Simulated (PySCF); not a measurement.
## Worked example: entropy of an ideal gas

C₂H₂N₃, SMILES [c]1nc[nH]n1, multiplicity 2.

The structure is a stationary point at B3LYP-D3(BJ)/def2-SVP. The isomer is the one that the SMILES or the coordinates give; other isomers of the formula were not compared.

PySCF with B3LYP-D3(BJ)/def2-SVP gives the harmonic wavenumbers 588, 669, 680, 851, 934, 984, 1066, 1141, 1251, 1312, 1372, 1459, 1513, 3249, 3628 cm⁻¹ and the rotational temperatures 0.5534, 0.4738, 0.2553 K. The molar mass is 68.06 g/mol, the symmetry number 1, the spin multiplicity 2.

Problem. Work out the entropy at 298.15 K and 1 atm in the rigid-rotor, harmonic-oscillator model.

Solution. 
Translation (Sackur–Tetrode at 1 atm): S = R[1.5 ln M + 2.5 ln T − 1.16487] = 161.4 J/(mol K).
Rotation: q = (√π/σ) T^1.5/√(θA θB θC) = 35300, S = R[ln q + 3/2] = 99.5 J/(mol K).
Vibration: with u = 1.4388 ν/T, each mode gives R[u/(e^u − 1) − ln(1 − e^−u)]:
| ν (cm⁻¹) | modes | u | S (J/(mol K)) |
|---|---|---|---|
| 588 | 1 | 2.84 | 1.97 |
| 669 | 1 | 3.23 | 1.44 |
| 680 | 1 | 3.28 | 1.38 |
| 851 | 1 | 4.11 | 0.71 |
| 934 | 1 | 4.51 | 0.51 |
| 984 | 1 | 4.75 | 0.42 |
| 1066 | 1 | 5.14 | 0.30 |
| 1141 | 1 | 5.51 | 0.22 |
| 1251 | 1 | 6.04 | 0.14 |
| 1312 | 1 | 6.33 | 0.11 |
| 1372 | 1 | 6.62 | 0.08 |
| 1459 | 1 | 7.04 | 0.06 |
| 1513 | 1 | 7.30 | 0.05 |
The stiffer modes add less than 0.005 each. Sum 7.4 J/(mol K).
Spin: R ln 2 = 5.8 J/(mol K).
Total 274.1 J/(mol K); the program's own thermochemistry gives 274.1. Translation makes up 59 % and vibration 3 %. Anharmonicity, hindered rotation and orbital degeneracy are left out.
